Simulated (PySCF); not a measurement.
## V+ (vanadium, charge +1): B2PLYP calculation

Configuration: [Ar] 3d4, high-spin 5D determinant. All numbers are calculated (PySCF 2.14, the non-relativistic Hamiltonian (point nucleus), in dyall-av2z).

```
Total energy, PT2 part included                               : -943.408 hartree
One-electron energy                                           : -1292.349 hartree
Hartree (Coulomb) energy                                      : 393.989 hartree
Exchange-correlation energy                                   : -45.034 hartree
Kinetic energy                                                : 942.84243 hartree
PT2 correlation before scaling by 0.27                        : -0.05152 hartree
⟨S²⟩                                                          : 6.0006
⟨L²⟩                                                          : 6.010
Sum of ⟨r⟩                                                    : 16.46 bohr
Sum of ⟨r²⟩                                                   : 22.13 bohr²
Traceless quadrupole moment −½Σ⟨3z² − r²⟩ along its main axis : -0.820 e·bohr²
Density at the nucleus (Gaussians lack the cusp)              : 8070 bohr⁻³
Spin density at the nucleus                                   : -0.839 bohr⁻³
Langevin diamagnetic susceptibility                           : -17.5 ×10⁻⁶ cm³/mol
Time after the integrals                                      : roughly 7 core-seconds
```

```csv
shell,electrons,mean orbital energy (hartree),spread (hartree),"rms radius, mean of both spins (bohr)"
1s β,1,-198.90191,0,0.0776
1s α,1,-198.90042,0,0.0776
2s α,1,-23.01046,0,0.337
2s β,1,-22.95658,0,0.337
2p α,3,-19.36782,0.00731,0.304
2p β,3,-19.31865,0.02145,0.304
3s α,1,-3.04432,0,1.04
3s β,1,-2.86014,0,1.04
3p α,3,-2.02230,0.01085,1.13
3p β,3,-1.80783,0.05465,1.13
3d α,4,-0.48015,0.04422,1.70
```

The orbital energies are those of the SCF part of the double hybrid.
